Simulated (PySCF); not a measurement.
A side-by-side comparison of computed properties.

First species: C7H16O2.
InChI=1S/C7H16O2/c1-7(2,3)6(8)5-9-4/h6,8H,5H2,1-4H3/t6-/m0/s1

Second species: C₆H₈O₄.
Z-matrix (Å and degrees, GFN2-xTB geometry), rows numbered from 1:
```
C 
C   1  1.5252
O   2  1.4311  1  110.71
C   3  1.3395  2  118.26  1   -83.80
O   4  1.1958  3  121.37  2  -176.75
C   4  1.5446  3  116.84  2     3.29
O   6  1.1959  4  121.88  3   149.89
O   6  1.3391  4  116.70  3   -30.28
C   8  1.4287  6  118.13  4     5.36
C   9  1.5204  2  114.12  1   -60.39
H   1  1.0858  2  110.09  3  -166.18
H   1  1.0872  2  108.99  3   -46.99
H   1  1.0884  2  111.25  3    72.72
H   2  1.0950  1  110.04  3   114.56
H   9  1.1012  2  107.99  1   177.10
H  10  1.0857  9  109.98  2   -56.41
H  10  1.0854  9  110.22  2    64.60
H  10  1.0858  9  109.39  2  -176.38
```

Levels: PBE0/pcSseg-1 for dipole moment, HOMO energy, LUMO energy and HOMO–LUMO gap; GFN2-xTB for rotational constant A and rotational constant C. Geometries: GFN2-xTB. All species are isolated and taken at one optimised geometry, non-relativistic unless stated. Electronic properties by PySCF.

Dipoles, sizes and rotational constants follow the conformer. The torsions of the flexible species, by atom-mapped SMILES:
- `[CH3:1][O:2][CH2:3][C@H:4]([OH:5])[C:6]([CH3:7])([CH3:8])[CH3:9]`: C1–O2–C3–C4 -174°, O2–C3–C4–O5 58°, C3–C4–C6–C7 -51°, H–O5–C4–C3 -52°

Values for the first species:

| Item | Value |
| --- | --- |
| Dipole moment | 2.35 D |
| HOMO energy | -7.47 eV |
| LUMO energy | 1.26 eV |
| HOMO–LUMO gap | 8.73 eV |
| Rotational constant A | 2.492 GHz |
| Rotational constant C | 0.952 GHz |

**Question.** Estimate the same properties for the second species, and the change in each.

**Answer.** 
```
             property      first     second  second less first
        dipole moment     2.35 D     6.70 D            +4.35 D
          HOMO energy   -7.47 eV   -8.11 eV           -0.64 eV
          LUMO energy    1.26 eV   -1.82 eV           -3.08 eV
        HOMO–LUMO gap    8.73 eV    6.29 eV           -2.44 eV
rotational constant A  2.492 GHz  2.092 GHz         -0.400 GHz
rotational constant C  0.952 GHz  0.978 GHz         +0.026 GHz
```

On the first: In atomic units the dipole is 0.93 e·bohr (1 au = 2.5417 D). A dipole of 2.35 D is allowed in C1, and pure rotational transitions are dipole-allowed.

On the second: In atomic units the dipole is 2.64 e·bohr (1 au = 2.5417 D).
